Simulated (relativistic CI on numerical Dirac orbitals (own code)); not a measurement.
Hf14+: q coefficients and field-shift factors

These numbers are calculated, not measured: Dirac-Coulomb-Breit CI, KLI orbitals optimised for each configuration, derivatives by finite differences, unscaled Slater integrals, QED left out (own radial code, finite nucleus).

Configurations in the expansion (outside the closed core [Ar] 3d10 4s2): 4p6.4d10.4f11.5s, 4p6.4d10.4f12, 4p6.4d10.4f10.5s2, 4p6.4d10.4f11.5p, 4p6.4d10.4f11.5d, 4p6.4d9.4f13, 4p6.4d10.4f10.6s2, 4p5.4d10.4f13. The list is cut by size and lacks configurations that can hold low levels.

With x = (α/α₀)² − 1 an excitation energy changes as ω = ω₀ + qx; K = 2q/ω₀ is the relative enhancement. Terms are leading LS components, so labels can repeat. The field-shift factor is F = δν/δ⟨r²⟩ for the transition from the lowest level.

Lowest level 4p6.4d10.4f10.5s2 5I_8.

```
                  Level  ω₀ (cm⁻¹)  q (cm⁻¹)  F (GHz/fm²)
 4p6.4d10.4f10.5s2 5I_7    11079.6     11510        0.625
 4p6.4d10.4f10.5s2 5I_6    18268.4     16210        0.913
 4p6.4d10.4f10.5s2 5I_5    23174.2     16800         1.01
 4p6.4d10.4f10.5s2 5I_4    27540.2     21570         1.26
 4p6.4d10.4f10.5s2 5F_5    30251.7      3922        0.654
 4p6.4d10.4f10.5s2 5S_2    34869.5      1145        0.625
 4p6.4d10.4f10.5s2 3K_8    36083.5      5730        0.845
 4p6.4d10.4f10.5s2 5F_4    37280.3      9344        0.949
 4p6.4d10.4f10.5s2 5F_2    41332.5     10510         1.08
 4p6.4d10.4f10.5s2 5F_3    41522.2     13430         1.19
 4p6.4d10.4f10.5s2 5G_6    42800.5      4805        0.772
 4p6.4d10.4f10.5s2 5F_1    44206.4     13160         1.24
 4p6.4d10.4f10.5s2 3G_5    45570.4     10160         1.15
 4p6.4d10.4f10.5s2 3K_7    46267.4     14540         1.35
 4p6.4d10.4f10.5s2 3G_4    49344.0      6455         1.04
 4p6.4d10.4f10.5s2 3L_9    49667.0      7173         1.13
 4p6.4d10.4f10.5s2 3H_6    51450.2     13370         1.31
 4p6.4d10.4f10.5s2 5F_2    53847.7     15060         1.48
 4p6.4d10.4f10.5s2 5G_5    53913.6     15810         1.45
 4p6.4d10.4f10.5s2 3K_6    54269.2     20450         1.71
 4p6.4d10.4f10.5s2 3F_4    55144.6      7730         1.14
 4p6.4d10.4f10.5s2 5G_3    56744.1     12430          1.4
4p6.4d10.4f10.5s2 3M_10    59580.2      8329         1.35
```

At this charge energies of transitions that change n are usually good to better than 1 %, and those within a shell (Δn = 0) to a few per cent. Terms inside the open d or f shell come out 10 to 20 % too wide with unscaled integrals. Levels and lines within the n = 5 or 6 shells can be off by up to 10 % or somewhat more, and those that change n by about 2 %, since core polarisation is missing. The computed lowest level isn't the tabulated ground level, which NIST ASD gives as 4f11 5s 5I°8.

**Question.** Which transition from the lowest level has the largest |K|?

**Answer.** 4p6.4d10.4f10.5s2 5I_7 at 11079.6 cm⁻¹, K = 2.08.
